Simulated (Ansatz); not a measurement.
Isomers of C3H6O2Si, relaxed with PBE0-D4/def2-TZVP in Ansatz; electronic energies, one conformer each and not always the lowest. Functionals use def2-TZVPP; CBS adds triple-zeta CCSD(T) − MP2 to the MP2 limit of def2-TZVPP and def2-QZVPP.

Question: Order them by energy at frozen-core CCSD(T)/CBS, lowest first. (An estimate is asked.)
A. `COC#CO[SiH3]`
B. `C=COC(=O)[SiH3]`
C. `C=C1C[SiH](O)O1`

Answer: C (0.0 kcal/mol), B (63.4 kcal/mol), A (100.8 kcal/mol).

Question: How do B2PLYP, PBE0-D4, MP2/CBS(def2), B3LYP-D4 place them (kcal/mol, against `C=C1C[SiH](O)O1`)? (An estimate is asked.)

Answer: The calculation gave: 
```json
{"isomer": "`C=COC(=O)[SiH3]`", "B2PLYP": "59.0", "PBE0-D4": "61.2", "MP2/CBS(def2)": "68.5", "B3LYP-D4": "56.6"}
{"isomer": "`COC#CO[SiH3]`", "B2PLYP": "96.0", "PBE0-D4": "100.4", "MP2/CBS(def2)": "103.1", "B3LYP-D4": "94.8"}
```

B3LYP here is the variant with VWN-RPA as its local correlation; programs differ in this.
